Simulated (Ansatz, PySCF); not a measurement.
Reaction (SMILES): SB(S)S [borotrithioic acid] + 3 [H][H] (H2) -> B (BH3) + 3 S (H2S)
Geometries: B3LYP-D3(BJ)/def2-TZVP minima from Ansatz (an electronic-structure program), one conformer each, not searched for the lowest.

Wanted: energy of full hydrogenation (0 K, with B3LYP-D3(BJ) harmonic zero-point energies from PySCF), in eV. Correlated levels leave the core frozen unless marked. No spin-orbit coupling. Non-relativistic. CBS(X,Y): correlation extrapolated as X^-3; Hartree-Fock from the larger set (for Q and 5 zeta extrapolated as (X+1)exp(-9√X)).

```
level                           program  energy of full hydrogenation (eV)
-----------------------  --------------  ---------------------------------
BLYP-D4/def2-TZVPD       Ansatz + dftd4                               2.14
B97M-V/def2-TZVPD                Ansatz                               2.07
PBE0-D3(BJ)/def2-TZVP    Ansatz + dftd3                               2.18
BHLYP-D3(BJ)/def2-TZVPD  Ansatz + dftd3                               1.78
BHLYP-D4/def2-TZVPD      Ansatz + dftd4                               1.78
B2PLYP/def2-TZVPD                Ansatz                               1.92
RPA@PBE/cc-pV(T+d)Z              Ansatz                               1.83
```

Q: Predict the CCSD(T)/CBS(cc-pV(Q+d)Z,cc-pV(5+d)Z) result (Ansatz).

A: 2.05 eV, so RPA@PBE/cc-pV(T+d)Z differs from it by -0.22 eV.
